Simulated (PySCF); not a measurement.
Al(F)(Et)(OH) (C₂H₆AlFO), SMILES [F][Al]([OH])[CH2]C. Heavy atoms are numbered as in [Al:1]([F:2])([CH2:3][CH3:4])[OH:10]. Hydrogens are named by the atom that carries them.

Geometry optimised at B3LYP-D3(BJ)/def2-SVP. The values are those of a single conformer.

These are PBE/pcSseg-1 (PySCF) values and carry that method's errors.

GIAO shieldings, no solvent; atoms alike by connectivity are averaged. δ = σ(ref) − σ: ¹⁹F against CFCl3 (σ = 133.6 ppm); ¹³C against TMS (σ = 182.0 ppm); ¹H against TMS (σ = 31.49 ppm); ¹⁷O against H2O (σ = 334.3 ppm), references at their B3LYP-D3(BJ)/def2-TZVP geometries, non-relativistic.

```tsv
nucleus	atoms	count	δ (ppm)
¹⁹F	F2	1	-178.5
¹³C	C4 (CH3)	1	13.1
¹³C	C3 (CH2)	1	-0.7
¹H	H on O10	1	2.21
¹H	H on C4	3	1.47
¹H	H on C3	2	0.72
¹⁷O	O10 (OH)	1	45.0
```
